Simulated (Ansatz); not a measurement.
Species: difluoro(dimethyl)germane, C₂H₆F₂Ge, charge 0, multiplicity 1. 
Coordinates optimised at B3LYP-D3(BJ)/def2-TZVP (Ansatz, a program for electronic structure):
SMILES: [CH3][Ge]([CH3])([F])[F]
```xyz
11

C      1.7168    -0.8963    -0.2090
Ge     0.0006    -0.0193    -0.0034
C     -1.6619    -1.0085    -0.1233
F      0.0121     0.8091     1.5363
F     -0.0722     1.2792    -1.1719
H      1.7847    -1.3578    -1.1936
H      2.5071    -0.1546    -0.1049
H      1.8392    -1.6616     0.5566
H     -2.4934    -0.3207     0.0220
H     -1.7489    -1.4751    -1.1039
H     -1.6945    -1.7789     0.6463
```
Charge 0, spin multiplicity 1.

Total electronic energies in hartree. Correlated levels leave the core frozen unless marked. Spin-orbit coupling is left out. The frozen core is the preceding noble-gas configuration, with the filled d and f shells of earlier blocks. Non-relativistic. CBS(X,Y): correlation extrapolated as X^-3; Hartree-Fock from the larger set.

```
level                                        program  energy (Eh)
------------------------------------  --------------  -----------
HF/aug-cc-pVDZ                                Ansatz  -2353.58464
r2SCAN-D4/def2-TZVPD                  Ansatz + dftd4  -2356.60771
r2SCANh-D4/def2-TZVPD                 Ansatz + dftd4  -2356.58593
B2PLYP-D3(BJ)/def2-TZVPD              Ansatz + dftd3  -2356.15804
SCS-MP2/STO-3G                                Ansatz  -2326.38448
CCSD/cc-pVQZ                                  Ansatz  -2354.83879
CCSD(T)/cc-pVDZ                               Ansatz  -2354.37199
CCSD(T)/aug-cc-pVQZ                           Ansatz  -2354.88844
CCSD(T)/CBS(aug-cc-pVTZ,aug-cc-pVQZ)          Ansatz   -2354.9325
```

Totals of different functionals don't rank their quality; only differences between species are comparable.
